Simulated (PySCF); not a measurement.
Stepwise substitution at one centre (Ge OH-OCH3). Isolated molecules, 0 K electronic values unless said otherwise. One relaxed conformer stands for each flexible species; it need not be the lowest. Strings in code marks are SMILES.

The LUMO from two functionals at the same geometries (PBE0-D3(BJ)/def2-SVP), both in PySCF: PBE-D3(BJ)/def2-TZVP and PBE0-D3(BJ)/def2-TZVP. 

```
species                                                  PBE0-D3(BJ)/def2-TZVP (eV)
-------------------------------------------------------  --------------------------
0 of 4 OH replaced by OCH3                                                    -0.28
1 of 4 OH replaced by OCH3 (`C[O][Ge]([OH])([OH])[OH]`)                       -0.17
2 of 4 OH replaced by OCH3                                                    -0.05
```

Q: What does PBE-D3(BJ)/def2-TZVP give for each?

A: 
- 0 of 4 OH replaced by OCH3: -1.27
- 1 of 4 OH replaced by OCH3 (`C[O][Ge]([OH])([OH])[OH]`): -1.18
- 2 of 4 OH replaced by OCH3: -1.08
Over these rows, drawn at random from the members with no instability flagged (it was tested for open shells, ions and some series alone), PBE minus PBE0-D3(BJ): mean -1.01 eV, from -1.03 eV to -0.98 eV.
